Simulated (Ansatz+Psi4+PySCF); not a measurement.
## quartet FeH: levels of theory in one basis

```xyz
2

Fe    0.0000    0.0000    0.0000
H     0.4960   -0.6865    1.3692
```

Basis set: cc-pVTZ (spherical functions). Correlated methods keep 9 orbitals frozen. Correlation on ROHF uses semicanonical orbitals with singles. Charge 0, multiplicity 4.

Computed with Ansatz (development build ahead of 0.2.0); each method stands on the lowest determinant of its kind that the runs found.

| method | E − E(ROHF) (eV) | <S²> of the determinant |
| --- | --- | --- |
| ROHF | 0.00 | 3.75 |
| UHF | -1.91 | 4.75 |
| UHF-MP2 | -7.08 | 4.75 |

Task: What does ROHF-MP2 give on the same scale?

Result: -7.40 eV.

Task: Is a single determinant a sound starting point here?

Result: It is doubtful. Unrestricted orbitals lower Hartree–Fock by 1.91 eV and <S²> is 4.75 where a pure state has 3.75, a sign of strong static correlation.

Caution: another spin multiplicity may lie lower. Caution for ROHF, ROHF-MP2: an unrestricted determinant lies well below. Caution for UHF, UHF-MP2: the unrestricted determinant is a mixture of spin states. Caution for ROHF-MP2, UHF-MP2: a plain start can end on a higher determinant.
